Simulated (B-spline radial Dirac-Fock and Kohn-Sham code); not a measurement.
The Mg-like isoelectronic sequence (12 electrons), Z = 12 to 27

Method: relaxed Dirac-Fock hole states (ΔSCF) with Breit and QED corrections and a finite nucleus. Computed with a radial B-spline solver. Binding energies in eV, tabulated ground configurations ([Ne] 3s2 throughout). No correlation.

| ion | 2s | 2p1/2 | 2p3/2 | outermost level | NIST ionisation energy |
| --- | --- | --- | --- | --- | --- |
| Mg | 97.82 | 56.57 | 56.30 | 6.62 (3s) | 7.646236 |
| Al⁺ | 138.0 | 90.88 | 90.47 | 17.55 (3s) | 18.82855 |
| Si²⁺ | 185.6 | 132.6 | 131.9 | 32.02 (3s) | 33.493 |
| P³⁺ | 240.3 | 181.4 | 180.5 | 49.80 (3s) | 51.44387 |
| S⁴⁺ | 302.1 | 237.2 | 236.0 | 70.80 (3s) | 72.5945 |
| Cl⁵⁺ | 370.9 | 300.1 | 298.4 | 94.96 (3s) | 96.94 ± 0.04 |
| Ar⁶⁺ | 446.8 | 370.0 | 367.8 | 122.3 (3s) | 124.41 ± 0.06 |
| K⁷⁺ | 529.6 | 446.8 | 443.9 | 152.7 (3s) | 154.87 ± 0.05 |
| Ca⁸⁺ | 619.5 | 530.6 | 527.0 | 186.2 (3s) | 188.54 ± 0.06 |
| Sc⁹⁺ | 716.3 | 621.5 | 616.8 | 222.9 (3s) | 225.18 ± 0.05 |
| Ti¹⁰⁺ | 820.2 | 719.3 | 713.5 | 262.6 (3s) | 265.07 ± 0.06 |
| V¹¹⁺ | 931.2 | 824.2 | 817.1 | 305.5 (3s) | 308.5 ± 0.3 |
| Cr¹²⁺ | ? | ? | ? | ? | ? |
| Mn¹³⁺ | 1174.4 | 1055.1 | 1044.6 | 400.6 (3s) | 402.95 ± 0.25 |
| Fe¹⁴⁺ | 1306.7 | 1181.2 | 1168.7 | 452.9 (3s) | 456.2 ± 0.5 |
| Co¹⁵⁺ | 1446.1 | 1314.5 | 1299.5 | 508.3 (3s) | 511.96 ± 0.06 |

Q: Fill in the row of Cr¹²⁺.

A: 2s 1049.3, 2p1/2 936.1, 2p3/2 927.4, outermost 351.5 (3s), NIST 354.7 ± 0.3 eV.

NIST's values are for the lowest levels; a dash marks a value that is missing or belongs to another shell. Their kind here: measured, semi-empirical.
